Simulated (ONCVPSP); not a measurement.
**What one change does to a pseudopotential (zirconium (Zr), ONCV)**

| Property | Result |
| --- | --- |
| Element | Zr |
| Generator | ONCVPSP 4.0.1 |
| Type | optimised norm-conserving Vanderbilt (ONCV) |
| Functional | LDA (Perdew-Zunger) |
| Relativity | scalar-relativistic |
| Frozen core | [Ar] 3d10 |
| Valence charge | 12 |
| Reference configuration | 4s2 4p6 4d2 5s1 (charge +1) |
| Partial waves | 4s+5s: rc 1.70 bohr, ncon 4, nbas 7, qcut 6.9 1/bohr, 2 projectors; 4p: rc 1.45 bohr, ncon 3, nbas 7, qcut 6 1/bohr, 2 projectors, debl 2.6 Ha; 4d: rc 1.95 bohr, ncon 4, nbas 7, qcut 4.9 1/bohr, 2 projectors, debl 1.9 Ha; f scattering state at 0.02 Ha: rc 1.80 bohr, ncon 3, nbas 7, qcut 6.8 1/bohr, 2 projectors, debl 1.7 Ha |
| Local potential | polynomial inside 1.00 bohr (lpopt 5, dvloc0 -1 Ha) |
| Core correction | Teter function, fcfact 5.75, rcfact 1.25 |

All-electron outer shells of the reference configuration (LDA (Perdew-Zunger), scalar-relativistic, ld1.x):

```
shell  level (eV)  outermost node (bohr)  outermost maximum (bohr)
   3d     -181.72                      –                      0.35
   4s      -61.27                   0.55                      1.08
   4p      -39.25                   0.56                      1.17
   5s      -10.22                   1.46                      2.96
   4d      -10.19                   0.58                      1.59
```

Change: core correction Teter function, fcfact 2.8, rcfact 1.25.

Cutoffs: the cutoffs (Ha) at which the residual kinetic energy of the hardest occupied pseudo-wave falls to 1 and 0.1 mHa per electron; they do not see the model core or the augmentation charge, which bear on the density cutoff. Errors are all-electron minus pseudo energies relative to the spin-unpolarised reference configuration.

**Question.** Predict the effect on cutoff, ghosts and configuration errors.

**Answer.** The potential gets neither clearly harder nor softer (18 Ha and 69 Ha → 18 Ha and 69 Ha); the errors of the 4 common tests hardly move; neither file shows a bound ghost. A model core, the more so a compact one, raises the density cutoff, which this test does not measure.

| quantity | base | changed |
| --- | --- | --- |
| cutoff, loose | 18 Ha | 18 Ha |
| cutoff, tight | 69 Ha | 69 Ha |
| bound ghosts | none | none |
| GHOST(+) flags under 300 eV | s at 52.6 eV, d at 143.1 eV | s at 52.6 eV, d at 143.1 eV |
| error for 4s2 4p6 4d2 5s2, meV [ΔE -7.35 eV] | +0.6 | +0.6 |
| error for 4s2 4p6 4d2 5s0, meV [ΔE 13.24 eV] | -2.2 | -2.1 |
| error for 4s2 4p6 4d1 5s0, meV [ΔE 36.06 eV] | +4.5 | +4.7 |
| error for 4s2 4p6 4d2.5 5s1.5, meV [ΔE -6.83 eV] | +0.1 | +0.1 |
| s: phases at 1.72 bohr within 0.05 rad from the reference energy up to (Ha; the scan ends near 5) | 1.6 | 1.6 |
| p: phases at 1.47 bohr within 0.05 rad from the reference energy up to (Ha; the scan ends near 5) | 4.7 | 4.7 |
| d: phases at 1.97 bohr within 0.05 rad from the reference energy up to (Ha; the scan ends near 5) | to the end of the scan | to the end of the scan |
| f: phases at 1.83 bohr within 0.05 rad from the reference energy up to (Ha; the scan ends near 5) | 4.1 | 4.1 |
| rms error of d²Exc/dni dnj with the model core, mHa | 0.58 | 1.55 |
